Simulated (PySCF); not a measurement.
Input file for PySCF: R-B3LYP/6-31G* on H2SSe2 (SMILES S[Se][SeH]), a point of a torsion scan.

```python
from pyscf import gto, scf, dft, mp
from pyscf.data.elements import chemcore

mol = gto.M(
    atom='''
    S     1.73470851    0.22621045   -0.09841902
    Se    0.17315962   -1.25279433   -0.47272296
    Se   -1.50569867   -0.73954276    1.05161601
    H     1.31083222    1.14384955   -0.97405579
    H    -1.76194302    0.61105046    0.56918665
    ''',
    basis='6-31g*',
    cart=True,
    charge=0, spin=0, verbose=3, max_memory=1800)
mf = dft.RKS(mol, xc='b3lyp')
mf.conv_tol = 1e-8
mf.max_cycle = 100
mf.kernel()
if not mf.converged:
    mf = mf.newton().run(mf.mo_coeff, mf.mo_occ)
```

Program output:

```
converged SCF energy = -5201.99819685698
```

The run converged.

Cost: about 14 core-seconds (a rough figure).
